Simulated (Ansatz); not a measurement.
System: NO, net charge 0, quartet state. The spin state was set by rule; other spins were not relaxed. SMILES: [N][O]
Geometry: optimised at B3LYP-D3(BJ)/def2-TZVP (Ansatz, a quantum-chemistry and plane-wave program).

Quantity: atomisation energy (electronic, to ground-state atoms), in eV. Correlated levels leave the core frozen unless marked. UHF or UKS for open shells. Spin-orbit coupling is left out. No relativistic terms. The coupled-cluster limit lacks core correlation, which all-electron functionals hold. CBS(X,Y): correlation extrapolated as X^-3; Hartree-Fock from the larger set (for Q and 5 zeta extrapolated as (X+1)exp(-9√X)).

```
level                      program  atomisation energy (eV)
------------------  --------------  -----------------------
PBE0-D4/def2-TZVPD  Ansatz + dftd4                     2.13
MP2/def2-SVPD               Ansatz                     1.27
MP2/aug-cc-pVTZ             Ansatz                     1.54
MP2/def2-TZVPP              Ansatz                     1.49
```

What does CCSD(T)/CBS(cc-pVQZ,cc-pV5Z) (Ansatz) give?

1.79 eV
